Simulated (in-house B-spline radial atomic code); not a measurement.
# Two electrons outside the [Ar] 3d10 4s2 4p6 core: Nb³⁺

Computed with an all-electron radial atomic-structure program (B-spline basis): configuration interaction (CI) of the two valence electrons in the field of the frozen Dirac-Fock core, alone and with many-body perturbation theory for the core (screened one- and two-electron correlation potentials), Breit and QED terms; no-pair Dirac Hamiltonian, finite nucleus. Labels give the configuration (outer n counted up each series) and the leading LS term, or the jj pair where no LS term holds 70 %.

The lowest nd levels tend to come out too strongly bound in this method, by some 0.05 to 0.2 eV for each d electron where measurements exist, which shifts their lines and rates.

Excitation energies (cm⁻¹):

```json
{"level": "4d2 3F2", "purity of the LS term": "0.988", "CI alone": "0", "CI + MBPT + Breit + QED": "0", "Landé g of the LS mixture": "0.67"}
{"level": "4d2 3F3", "purity of the LS term": "1.0", "CI alone": "946", "CI + MBPT + Breit + QED": "1078", "Landé g of the LS mixture": "1.08"}
{"level": "4d2 3F4", "purity of the LS term": "0.997", "CI alone": "2061", "CI + MBPT + Breit + QED": "2339", "Landé g of the LS mixture": "1.25"}
{"level": "4d2 1D2", "purity of the LS term": "0.862", "CI alone": "8138", "CI + MBPT + Breit + QED": "9027", "Landé g of the LS mixture": "1.06"}
{"level": "4d2 3P0", "purity of the LS term": "0.996", "CI alone": "10241", "CI + MBPT + Breit + QED": "10382", "Landé g of the LS mixture": "-"}
{"level": "4d2 3P1", "purity of the LS term": "1.0", "CI alone": "10613", "CI + MBPT + Breit + QED": "10807", "Landé g of the LS mixture": "1.50"}
{"level": "4d2 3P2", "purity of the LS term": "0.873", "CI alone": "11386", "CI + MBPT + Breit + QED": "11799", "Landé g of the LS mixture": "1.44"}
{"level": "4d2 1G4", "purity of the LS term": "0.997", "CI alone": "14615", "CI + MBPT + Breit + QED": "14190", "Landé g of the LS mixture": "1.00"}
{"level": "4d2 1S0", "purity of the LS term": "0.996", "CI alone": "29787", "CI + MBPT + Breit + QED": "33770", "Landé g of the LS mixture": "-"}
{"level": "4d5s 3D1", "purity of the LS term": "1.0", "CI alone": "45322", "CI + MBPT + Breit + QED": "53352", "Landé g of the LS mixture": "0.50"}
{"level": "4d5s 3D2", "purity of the LS term": "0.979", "CI alone": "45840", "CI + MBPT + Breit + QED": "53923", "Landé g of the LS mixture": "1.16"}
{"level": "4d5s 3D3", "purity of the LS term": "1.0", "CI alone": "46905", "CI + MBPT + Breit + QED": "55104", "Landé g of the LS mixture": "1.33"}
{"level": "4d5s 1D2", "purity of the LS term": "0.979", "CI alone": "51605", "CI + MBPT + Breit + QED": "60054", "Landé g of the LS mixture": "1.00"}
{"level": "4d5p (3/2,1/2)°2", "purity of the LS term": "0.678 (1D)", "CI alone": "87831", "CI + MBPT + Breit + QED": "98211", "Landé g of the LS mixture": "0.91"}
{"level": "4d5p 3D°1", "purity of the LS term": "0.96", "CI alone": "?", "CI + MBPT + Breit + QED": "?", "Landé g of the LS mixture": "?"}
{"level": "4d5p (5/2,1/2)°2", "purity of the LS term": "0.384 (3D)", "CI alone": "90264", "CI + MBPT + Breit + QED": "100891", "Landé g of the LS mixture": "0.96"}
{"level": "4d5p (3/2,3/2)°2", "purity of the LS term": "0.58 (3D)", "CI alone": "91095", "CI + MBPT + Breit + QED": "101506", "Landé g of the LS mixture": "0.98"}
{"level": "4d5p (5/2,1/2)°3", "purity of the LS term": "0.677 (3F)", "CI alone": "90727", "CI + MBPT + Breit + QED": "101621", "Landé g of the LS mixture": "1.16"}
{"level": "4d5p (5/2,3/2)°3", "purity of the LS term": "0.664 (3D)", "CI alone": "92367", "CI + MBPT + Breit + QED": "102888", "Landé g of the LS mixture": "1.25"}
{"level": "4d5p 3F°4", "purity of the LS term": "1.0", "CI alone": "93043", "CI + MBPT + Breit + QED": "104288", "Landé g of the LS mixture": "1.25"}
{"level": "4d5p 3P°1", "purity of the LS term": "0.88", "CI alone": "95392", "CI + MBPT + Breit + QED": "106341", "Landé g of the LS mixture": "1.43"}
{"level": "4d5p 3P°0", "purity of the LS term": "1.0", "CI alone": "?", "CI + MBPT + Breit + QED": "?", "Landé g of the LS mixture": "?"}
{"level": "4d5p 3P°2", "purity of the LS term": "0.959", "CI alone": "96249", "CI + MBPT + Breit + QED": "107198", "Landé g of the LS mixture": "1.48"}
{"level": "4d5p 1F°3", "purity of the LS term": "0.975", "CI alone": "98051", "CI + MBPT + Breit + QED": "109126", "Landé g of the LS mixture": "1.01"}
{"level": "4d5p 1P°1", "purity of the LS term": "0.876", "CI alone": "98914", "CI + MBPT + Breit + QED": "110617", "Landé g of the LS mixture": "1.05"}
{"level": "5s2 1S0", "purity of the LS term": "1.0", "CI alone": "104496", "CI + MBPT + Breit + QED": "119183", "Landé g of the LS mixture": "-"}
{"level": "5s5p 3P°0", "purity of the LS term": "1.0", "CI alone": "141894", "CI + MBPT + Breit + QED": "159277", "Landé g of the LS mixture": "-"}
{"level": "5s5p 3P°1", "purity of the LS term": "0.995", "CI alone": "142845", "CI + MBPT + Breit + QED": "160263", "Landé g of the LS mixture": "1.50"}
{"level": "5s5p 3P°2", "purity of the LS term": "1.0", "CI alone": "144944", "CI + MBPT + Breit + QED": "162515", "Landé g of the LS mixture": "1.50"}
{"level": "4d5d 1F3", "purity of the LS term": "0.823", "CI alone": "153433", "CI + MBPT + Breit + QED": "166455", "Landé g of the LS mixture": "1.01"}
```

(1) Where does 4d5p 3P°0 lie?

(2) Where does 4d5p 3D°1 lie?

(3) What is the first ionisation energy?

Some electric-dipole lines (reduced elements in atomic units, length form; vacuum wavelengths from the computed energies):

```tsv
upper	lower	D bare (size)	D with core polarisation (size)	λ (nm)	A (s⁻¹)
4d5p (3/2,1/2)°2	4d2 3F2	1.05	0.963	101.82	3.6e+08
4d5p (3/2,1/2)°2	4d2 3F3	0.0661	0.0633	102.95	1.5e+06
4d5p (5/2,1/2)°2	4d2 3F2	1.19	1.1	99.117	5e+08
4d5p (5/2,1/2)°2	4d2 3F3	1.08	0.995	100.19	4e+08
4d5p (3/2,3/2)°2	4d2 3F2	0.169	0.155	98.517	1e+07
4d5p (3/2,3/2)°2	4d2 3F3	1.96	1.82	99.575	1.4e+09
4d5p (5/2,1/2)°3	4d2 3F2	0.464	0.427	98.405	5.5e+07
4d5p (5/2,1/2)°3	4d2 3F3	1.74	1.6	99.46	7.6e+08
4d5p (5/2,1/2)°3	4d2 3F4	1.1	1.02	100.72	2.9e+08
4d5p (5/2,3/2)°3	4d2 3F2	0.174	0.161	97.193	8.1e+06
```

Weak lines are less accurate than strong ones.

Answers

(1) 95720 cm⁻¹ in CI alone and 106637 cm⁻¹ with all corrections.

(2) 89890 cm⁻¹ in CI alone and 100053 cm⁻¹ with all corrections; g = 0.52.

(3) 37.748 eV to the 4d3/2 state of the next ion (35.894 eV from CI alone). NIST lists 37.611 ± 0.022 eV (measured).
